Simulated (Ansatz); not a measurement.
Pb₃⁻. Charge -1, multiplicity 2. Geometry PBE0-D4/def2-SVPD.

Cartesian coordinates in Å:
```
Pb -2.0715 -1.8906 0.1391
Pb 2.0611 1.8830 -0.1341
Pb 0.0104 0.0076 -0.0050
```

In the def2 sets Pb takes a core potential; there is no spin–orbit coupling. At PBE-D4/def2-TZVPD the highest occupied level of the charge -1 doublet lies above zero (up to 0.27 eV). It is a level of α spin, whose loss leaves a singlet; that state wasn't run at this geometry and level. The electron is either unbound and held by the finite basis, or the level is raised by self-interaction error. At PBE-D4/def2-TZVPD the gap within one spin of the charge -1 doublet nearly closes, so an electron or hole may be smeared out by delocalisation error. At r2SCAN-D4/def2-TZVPD, PBE0-D4/def2-TZVPD, ωB97M-V/def2-TZVPD the charge -1 doublet is spin-contaminated (final ⟨S²⟩ up to 1.65, 0.75 for a pure state). The geometry of the doublet was relaxed on an unsound state (⟨S²⟩ 1.31, where a pure state has 0.75). Another isomer (doublet) lies 0.85 eV lower at PBE0-D4/def2-TZVPD; other spin states weren't run for this one.

Q: Estimate the α-spin orbital energies around the gap (eV) in Ansatz with PBE-D4/def2-TZVPD, r2SCAN-D4/def2-TZVPD, PBE0-D4/def2-TZVPD, ωB97M-V/def2-TZVPD.

A: 
```json
{"orbital": "HOMO−5", "PBE-D4/def2-TZVPD": "-8.06", "r2SCAN-D4/def2-TZVPD": "-8.47", "PBE0-D4/def2-TZVPD": "-9.41", "ωB97M-V/def2-TZVPD": "-11.91"}
{"orbital": "HOMO−4", "PBE-D4/def2-TZVPD": "-5.97", "r2SCAN-D4/def2-TZVPD": "-6.20", "PBE0-D4/def2-TZVPD": "-6.98", "ωB97M-V/def2-TZVPD": "-9.08"}
{"orbital": "HOMO−3", "PBE-D4/def2-TZVPD": "-0.99", "r2SCAN-D4/def2-TZVPD": "-1.14", "PBE0-D4/def2-TZVPD": "-1.66", "ωB97M-V/def2-TZVPD": "-3.17"}
{"orbital": "HOMO−2", "PBE-D4/def2-TZVPD": "-0.49", "r2SCAN-D4/def2-TZVPD": "-0.75", "PBE0-D4/def2-TZVPD": "-1.26", "ωB97M-V/def2-TZVPD": "-3.09"}
{"orbital": "HOMO−1", "PBE-D4/def2-TZVPD": "-0.47", "r2SCAN-D4/def2-TZVPD": "-0.71", "PBE0-D4/def2-TZVPD": "-1.11", "ωB97M-V/def2-TZVPD": "-2.75"}
{"orbital": "HOMO", "PBE-D4/def2-TZVPD": "0.27", "r2SCAN-D4/def2-TZVPD": "-0.02", "PBE0-D4/def2-TZVPD": "-0.44", "ωB97M-V/def2-TZVPD": "-2.15"}
{"orbital": "LUMO", "PBE-D4/def2-TZVPD": "0.32", "r2SCAN-D4/def2-TZVPD": "0.46", "PBE0-D4/def2-TZVPD": "0.90", "ωB97M-V/def2-TZVPD": "2.32"}
{"orbital": "LUMO+1", "PBE-D4/def2-TZVPD": "1.62", "r2SCAN-D4/def2-TZVPD": "1.88", "PBE0-D4/def2-TZVPD": "2.08", "ωB97M-V/def2-TZVPD": "2.99"}
{"orbital": "LUMO+2", "PBE-D4/def2-TZVPD": "2.01", "r2SCAN-D4/def2-TZVPD": "2.20", "PBE0-D4/def2-TZVPD": "2.58", "ωB97M-V/def2-TZVPD": "3.37"}
{"orbital": "LUMO+3", "PBE-D4/def2-TZVPD": "2.04", "r2SCAN-D4/def2-TZVPD": "2.24", "PBE0-D4/def2-TZVPD": "2.67", "ωB97M-V/def2-TZVPD": "3.95"}
{"orbital": "LUMO+4", "PBE-D4/def2-TZVPD": "2.50", "r2SCAN-D4/def2-TZVPD": "3.06", "PBE0-D4/def2-TZVPD": "2.86", "ωB97M-V/def2-TZVPD": "3.99"}
{"orbital": "LUMO+5", "PBE-D4/def2-TZVPD": "2.71", "r2SCAN-D4/def2-TZVPD": "3.18", "PBE0-D4/def2-TZVPD": "3.16", "ωB97M-V/def2-TZVPD": "4.08"}
{"orbital": "β HOMO", "PBE-D4/def2-TZVPD": "-0.21", "r2SCAN-D4/def2-TZVPD": "-0.41", "PBE0-D4/def2-TZVPD": "-0.83", "ωB97M-V/def2-TZVPD": "-2.51"}
{"orbital": "β LUMO", "PBE-D4/def2-TZVPD": "0.51", "r2SCAN-D4/def2-TZVPD": "0.72", "PBE0-D4/def2-TZVPD": "1.14", "ωB97M-V/def2-TZVPD": "2.47"}
```
